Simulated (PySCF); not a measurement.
## How methods differ on the ionisation energy of Co(2+)

Co(2+) [Ar] 3d7 (4F) → Co(3+) [Ar] 3d6 (5D), as a difference of total energies. All numbers are calculated (PySCF 2.14, no relativity, point nucleus, in pcseg-2). Correlated levels: valence: [Ar] frozen. The calculations carry no spin-orbit coupling.

Question: Order these methods by the ionisation energy they give, lowest first.
A. r2SCAN
B. MP2 (valence)
C. SCS-MP2 (valence)
D. BP86

Answer: B (33.017 eV), C (33.040 eV), A (33.964 eV), D (34.509 eV).

These non-relativistic numbers lack the scalar-relativistic shift.

The reference lies between the lowest fine-structure levels, while these numbers refer to the centres of the terms.

Errors of the correlated levels include the incompleteness of this basis and the frozen core.

For comparison: 33.5 ± 0.06 eV (semi-empirical (NIST evaluation); NIST Atomic Spectra Database, ionization energies).
